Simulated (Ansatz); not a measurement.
Reaction (cleavage of the Ge–Ge bond): `[F][Ge]([F])([F])[GeH3]` + `N=C=O` → `O=C=[N][Ge]([F])([F])[F]` + GeH₄

Calculated with Ansatz (gas phase, PBE0-D4/def2-TZVP geometries, no zero-point term in ΔE). CCSD(T)/CBS adds triple-zeta CCSD(T) − MP2 to the extrapolated MP2 energy (def2 sets, frozen cores). This one scheme is used for every species. DFT in def2-TZVPP. B3LYP here is the variant with VWN-RPA as its local correlation; programs differ in this. For Ge outer-core shells are correlated without core-valence functions, which leaves a few kJ/mol of doubt a bond. Scalar relativity is left out up to krypton. Each species was taken in one conformer, which may not be the lowest.

Problem. Is it downhill or uphill in electronic energy at CCSD(T)/CBS, and by how much? (An estimate is asked.)

Solution. Ansatz gave: Uphill: ΔE = +0.04 eV.

Problem. What do these levels give: B3LYP-D4, BHLYP-D4, B2PLYP, PBE, PBE0, r2SCANh, LC-ωPBE, HF/def2-SVP, CCSD/def2-SVP, HF/def2-TZVPP, SCS-MP2/def2-QZVPP, MP2/CBS(def2)? (An estimate is asked.)

Solution. Computed: B3LYP-D4 0.14, BHLYP-D4 0.00, B2PLYP 0.04, PBE 0.27, PBE0 0.13, r2SCANh 0.06, LC-ωPBE 0.04, HF/def2-SVP -0.27, CCSD/def2-SVP -0.19, HF/def2-TZVPP -0.28, SCS-MP2/def2-QZVPP -0.07, MP2/CBS(def2) 0.02 eV.

Largest T1 diagnostic among the species: 0.018.

At CCSD(T), def2-SVP lies −0.22 eV from the extrapolated value and def2-TZVPP −0.11 eV. From BLYP to BHLYP (50 % exact exchange), in def2-TZVPP and without D4, ΔE moves by −0.27 eV.
